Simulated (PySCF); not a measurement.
Which basis set comes closest?

Molecule: SMILES CSCc1ccco1, C$_{6}$H$_{8}$OS.

Structure with atom numbers: `[CH3:1][S:2][CH2:3][c:4]1[cH:5][cH:6][cH:7][o:8]1` (H(Xn): hydrogen on atom n).

Geometry PBE0-D3(BJ)/def2-SVP throughout; GIAO in PySCF, gas phase, one conformer, non-relativistic; equivalent atoms averaged; functional PBE0.

Reference values (estimated from measurements, as parent shift plus tabulated substituent increments; solution, not stated per compound (mostly CDCl3 or CCl4); Pretsch, Buehlmann, Badertscher, Structure Determination of Organic Compounds, 4th ed. (2009)): δ(H(C5)) = 6.17 ppm, δ(H(C6)) = 6.29 ppm, δ(H(C7)) = 7.34 ppm. Computed shifts are taken against TMS, calculated as an isolated molecule at each level.

Question: How do the basis sets STO-3G, pcSseg-0, 6-31G, 6-31G*, cc-pVDZ, def2-SVP, pcSseg-1, aug-cc-pVDZ, 6-311+G(2d,p), def2-TZVP perform against the reference? Times are CPU seconds on shared hosts with different chips, so compare them loosely.

Answer: 
```csv
basis set,functions,H(C5),H(C6),H(C7),mean abs. error H,core-s
STO-3G,52,5.54,5.71,6.58,0.66,5.5
pcSseg-0,92,6.10,6.32,7.23,0.07,8.8
6-31G,92,6.15,6.37,7.35,0.04,11
6-31G*,132,5.89,6.11,7.06,0.25,17
cc-pVDZ,156,6.07,6.31,7.16,0.10,19
def2-SVP,156,6.01,6.24,6.93,0.21,16
pcSseg-1,183,6.25,6.48,7.28,0.11,23
aug-cc-pVDZ,260,6.26,6.55,7.54,0.18,42
"6-311+G(2d,p)",272,6.22,6.52,7.41,0.12,46
def2-TZVP,302,6.24,6.54,7.40,0.13,53
```

For ¹H the closest is 6-31G (0.04 ppm) and the furthest STO-3G (0.66 ppm). Where a smaller basis beats a larger one, errors probably cancel. One molecule is a small sample, and vibrational and solvent effects are absent from the calculation.

A small basis that lands close on one nucleus may do so by chance; judge by the trend and by all nuclei.
